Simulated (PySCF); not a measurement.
TDDFT excited states: C6H7N3

Compound: C6H7N3.
Cartesian coordinates in Å at the GFN2-xTB level; atoms count from 1:
```xyz
16
C6H7N3 angstrom
C      2.843    1.976   -1.076
C      2.512    0.918   -0.626
C      2.070   -0.358   -0.091
N      0.638   -0.478   -0.152
N      0.020   -1.015   -1.174
C     -1.265   -0.927   -0.870
C     -1.380   -0.307    0.384
C     -2.594    0.007    1.177
N     -0.148   -0.038    0.803
H      3.149    2.900   -1.466
H      2.374   -0.443    0.956
H      2.499   -1.174   -0.681
H     -2.025   -1.296   -1.527
H     -3.336    0.503    0.555
H     -2.329    0.651    2.011
H     -3.034   -0.910    1.568
```

Method: PySCF, TDDFT CAM-B3LYP/def2-SVPD, vertical, gas phase, core orbitals frozen in the response.

Task: What does the calculation give for the low-lying excited states?

Result: 

| state | E (eV) | E (hartree) | f | \|μ\| (D) | main configurations (H = HOMO, L = LUMO) |
| --- | --- | --- | --- | --- | --- |
| S1 | 6.42 | 0.2359 | 0.212 | 2.95 | H→L (87%) |
| S2 | 6.47 | 0.2377 | 0.0001 | 0.07 | H-4→L (68%) |
| S3 | 6.49 | 0.2384 | 0.0018 | 0.27 | H-1→L+3 (32%), H-4→L (19%), H-1→L (17%) |
| S4 | 6.92 | 0.2544 | 0.0049 | 0.43 | H-3→L+3 (20%), H-1→L+4 (18%), H-2→L+4 (15%) |
| S5 | 7.04 | 0.2588 | 0.0009 | 0.18 | H-3→L+4 (37%), H-2→L+4 (11%), H→L+4 (10%) |
| S6 | 7.34 | 0.2697 | 0.0084 | 0.55 | H→L+1 (75%) |
| S7 | 7.38 | 0.2711 | 0.011 | 0.62 | H-5→L (73%) |
| S8 | 7.40 | 0.2720 | 0.0094 | 0.58 | H-2→L (22%), H-1→L (22%), H-3→L (12%) |

Triplets (Tamm–Dancoff): T1 4.80 eV, H→L (83%); T2 5.02 eV, H-2→L (34%), H-1→L (25%), H-3→L (16%); T3 5.46 eV, H-3→L+3 (19%), H-1→L+4 (18%), H-2→L+3 (15%).

The lowest singlet comes at 193 nm (619 kJ/mol) in the vacuum ultraviolet; it is strong; its leading configuration is HOMO→LUMO (87%). The lowest level is also the most intense of those listed (f = 0.212). Löwdin shares by element: HOMO carbon 43% or more, nitrogen 31% or more (atoms not listed hold the other 26%); LUMO nitrogen 56%, carbon 10% or more (atoms not listed hold the other 34%). Orbital energies (eV): HOMO-3 -9.84, HOMO-2 -9.75, HOMO-1 -9.48, HOMO -8.73, LUMO 0.90, LUMO+1 1.40, LUMO+2 1.70. The oscillator strengths of these states sum to 0.248; summed over the whole spectrum of an exact calculation they would give the number of electrons, 64 (Thomas–Reiche–Kuhn). Weighted by f, the mean energy of these states is 6.54 eV. The window holds the lowest 8 singlets.

One conformer stands for the species.
